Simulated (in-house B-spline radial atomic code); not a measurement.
Inner levels of niobium as electrons are removed. A shift is the extra binding of the orbital against the neutral atom ([Kr] 4d3/2(4) 5s1). The density at the nucleus is averaged over the nuclear charge. Computed with a B-spline radial code for spherical atoms: Dirac-Hartree-Fock, jj configuration that fills j = l - 1/2 first, finite nuclei.

A number in brackets counts the electrons of a j subshell.

```
  ion                    configuration  shift of 3d3/2 (eV)  shift of 2p3/2 (eV)  shift of 3s1/2 (eV)  radius of 3d3/2 (bohr)  radius of 2p3/2 (bohr)  radius of 3s1/2 (bohr)  Σ<r²> (bohr²)  change of density at nucleus (bohr⁻³)
   Nb                [Kr] 4d3/2(4) 5s1                    0                    0                    0                 0.42907                  0.1391                 0.44018         60.513                                      -
  Nb+                    [Kr] 4d3/2(4)                6.452               6.4051               6.3867                 0.42903                  0.1391                 0.44021         39.062                                -7.2555
 Nb2+                    [Kr] 4d3/2(3)               17.986               18.063               18.012                 0.42933                  0.1391                 0.44018         30.836                                -4.8763
 Nb3+                    [Kr] 4d3/2(2)                31.67               32.032               31.851                 0.42935                  0.1391                 0.44011         25.222                                -0.8339
 Nb4+                    [Kr] 4d3/2(1)               47.108               47.937               47.503                  0.4293                  0.1391                    0.44          20.94                                 4.7546
 Nb5+                [Ar] 3d10 4s2 4p6               64.074               65.568               64.739                 0.42914                  0.1391                 0.43983         17.467                                 11.775
 Nb6+  [Ar] 3d10 4s2 4p1/2(2) 4p3/2(3)               85.475               87.587               86.031                 0.42839                 0.13909                 0.43956         15.205                                 24.748
 Nb7+  [Ar] 3d10 4s2 4p1/2(2) 4p3/2(2)               107.87               110.73                108.3                 0.42751                 0.13909                 0.43925         13.151                                 38.692
 Nb8+  [Ar] 3d10 4s2 4p1/2(2) 4p3/2(1)               131.22               134.95               131.49                 0.42653                 0.13908                  0.4389         11.272                                  53.59
 Nb9+           [Ar] 3d10 4s2 4p1/2(2)               155.49               160.23               155.59                 0.42543                 0.13907                 0.43849         9.5436                                 69.445
Nb10+           [Ar] 3d10 4s2 4p1/2(1)                180.7               187.03               180.82                 0.42402                 0.13905                   0.438         7.9772                                 84.546
Nb11+                    [Ar] 3d10 4s2                206.8               214.91               206.93                 0.42253                 0.13903                 0.43745         6.5286                                 100.45
Nb12+                    [Ar] 3d10 4s1               234.65               244.29               234.01                 0.42098                 0.13901                 0.43768          5.273                                -31.346
Nb13+                        [Ar] 3d10               263.25               274.57                261.8                 0.41937                 0.13899                 0.43735         4.0931                                -175.16
Nb14+           [Ar] 3d3/2(4) 3d5/2(5)               313.82               333.17                309.7                  0.4107                 0.13887                 0.43339          3.755                                -140.75
Nb15+           [Ar] 3d3/2(4) 3d5/2(4)               366.09               394.08               358.94                  0.4025                 0.13873                 0.42941         3.4428                                -104.01
Nb16+           [Ar] 3d3/2(4) 3d5/2(3)               420.04               457.25               409.48                 0.39471                 0.13859                 0.42542         3.1534                                -64.951
```
